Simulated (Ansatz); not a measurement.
Consider the substitution at a C–Si bond: `FC[SiH]([SiH3])[SiH3]` + `OCCCF` → `FCCCOCF` + `[SiH3][SiH2][SiH3]`.

Program: Ansatz. Geometries: PBE0-D4/def2-TZVP. ΔE: electronic, gas phase. CCSD(T)/CBS adds triple-zeta CCSD(T) − MP2 to the extrapolated MP2 energy (def2 sets, frozen cores). Functionals use def2-TZVPP. Each species was taken in one conformer, which may not be the lowest.

```json
{"level": "ωB97X-V", "ΔE (kJ/mol)": "-1.4"}
{"level": "ωB97M-V", "ΔE (kJ/mol)": "2.8"}
{"level": "B2PLYP", "ΔE (kJ/mol)": "1.4"}
{"level": "HF/def2-TZVPP", "ΔE (kJ/mol)": "-6.1"}
{"level": "MP2/def2-TZVPP", "ΔE (kJ/mol)": "3.3"}
{"level": "SCS-MP2/def2-TZVPP", "ΔE (kJ/mol)": "1.4"}
{"level": "HF/CBS(def2)", "ΔE (kJ/mol)": "-5.4"}
{"level": "MP2/CBS(def2)", "ΔE (kJ/mol)": "9.6"}
```

Question: What does CCSD(T)/CBS give? (Best estimate.)

Answer: Computed: +6.0 kJ/mol. The listed levels differ from it by -7.4, -3.2, -4.6, -12.1, -2.7, -4.6, -11.4, 3.6 kJ/mol.

Largest T1 diagnostic among the species: 0.013.

In def2-TZVPP, CCSD(T) changes the Hartree–Fock value by +5.8 kJ/mol (the triples alone add −0.7 kJ/mol) and MP2 by +9.4 kJ/mol.
